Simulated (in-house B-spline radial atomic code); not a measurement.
Multiplet parameters of the 5p3 shell in Xe IV (Xe3+) ([Kr] 4d10 5s2 5p3). Level of theory: non-relativistic Hartree-Fock, average of configuration, point nucleus; calculated with a radial B-spline atomic code at the basis-set limit.

Slater integrals: F^2 = 52811 cm⁻¹. Central-field spin-orbit parameter ζ(5p) = 7432 cm⁻¹ (bare central field on non-relativistic orbitals, without two-electron terms: too large for light atoms, too small for heavy ones).

With F₂ = F^2/25 = 2112 cm⁻¹:

Where do the terms lie in LS coupling, without spin-orbit interaction?

In cm⁻¹ above the Hund's-rule term:
| term | expression | energy |
| --- | --- | --- |
| 4S | 0 F₂ | 0 |
| 2D | 9 F₂ | 19012 |
| 2P | 15 F₂ | 31687 |

Is LS coupling a fair picture here?

Fits to spectra need these integrals scaled down, since correlation screens the repulsion. Here ζ is 3.52 times F₂, so the coupling is intermediate: spin-orbit interaction mixes the terms, and LS labels name only the largest part.
